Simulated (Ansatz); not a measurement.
Reaction (formal exchange of groups at a C–C bond): `CCCOC(=O)OC` + `C[S][SnH3]` → `C[S][SnH2][CH3]` + `CCOC(=O)OC`

Gas-phase electronic energies from Ansatz, PBE0-D4/def2-TZVP geometries. CBS: MP2 limit from def2 TZ/QZ plus the TZ coupled-cluster correction, frozen cores. Elements past krypton have def2 core potentials. For Sn outer-core shells are correlated without core-valence functions, which leaves a few kJ/mol of doubt a bond. Each species was taken in one conformer, which may not be the lowest.

`CCCOC(=O)OC`:

Z-matrix (Å, degrees):
```
C
C 1 1.519
H 1 1.093 2 111.4
H 1 1.091 2 111.0 3 119.9
H 1 1.093 2 111.4 3 -120.1
C 2 1.507 1 111.4 3 60.1
H 2 1.094 1 110.4 3 -61.1
H 2 1.094 1 110.3 3 -178.8
O 6 1.431 2 107.9 1 -180.0
H 6 1.094 2 111.6 1 60.2
H 6 1.094 2 111.6 1 -60.1
C 9 1.327 6 115.0 2 -179.9
O 12 1.202 9 126.2 6 0.0
O 12 1.330 9 108.1 6 -180.0
C 14 1.423 12 114.5 9 -180.0
H 15 1.088 14 105.6 12 -180.0
H 15 1.091 14 110.7 12 -60.4
H 15 1.091 14 110.7 12 60.5
```

`C[S][SnH3]`:

```xyz
9

C     1.124    0.325   -1.139
S    -0.686    0.482   -1.141
Sn   -1.155   -0.298    1.073
H     1.466    0.657   -2.119
H     1.436   -0.710   -0.994
H     1.581    0.960   -0.379
H    -0.567   -1.895    1.233
H    -2.844   -0.232    1.268
H    -0.355    0.710    2.198
```

`C[S][SnH2][CH3]`:

Cartesian coordinates in Å:
```
C 0.173 0.461 -2.116
S -0.211 1.746 -0.891
Sn -0.910 0.356 0.938
C 0.738 -0.842 1.588
H 0.998 -0.173 -1.792
H -0.700 -0.154 -2.338
H 0.473 0.977 -3.028
H -2.184 -0.646 0.382
H -1.448 1.422 2.157
H 1.565 -0.195 1.881
H 1.064 -1.496 0.779
H 0.441 -1.455 2.440
```

`CCOC(=O)OC`:

```xyz
15

C     0.686   -0.775   -2.165
C    -0.636   -0.868   -1.445
O    -0.456   -0.957   -0.026
C    -0.287    0.200    0.604
O    -0.300    1.293    0.105
O    -0.104   -0.059    1.895
C     0.086    1.094    2.707
H     0.518   -0.780   -3.245
H     1.203    0.149   -1.906
H     1.325   -1.624   -1.914
H    -1.270   -0.009   -1.669
H    -1.168   -1.784   -1.706
H    -0.785    1.749    2.657
H     0.967    1.651    2.387
H     0.221    0.720    3.720
```

```tsv
level	ΔE (kcal/mol)
CCSD(T)/def2-TZVPP	-7.5
SCS-MP2/def2-QZVPP	-8.3
```

(1) What does CCSD(T)/CBS give? (An estimate is asked.)

Largest T1 diagnostic among the species: 0.013.

Answers

(1) Ansatz gave: -8.5 kcal/mol. The listed levels differ from it by 1.0, 0.2 kcal/mol.

The D4 term adds −0.8 kcal/mol with B3LYP and −0.4 kcal/mol with PBE0; it sums over pairs of atoms, weighted by their polarisabilities, and B3LYP, whose exchange is more repulsive, gets the larger term. In def2-TZVPP, CCSD(T) changes the Hartree–Fock value by −2.8 kcal/mol (the triples alone add −0.5 kcal/mol) and MP2 by −4.1 kcal/mol.

B3LYP here is the variant with VWN-RPA as its local correlation; programs differ in this.
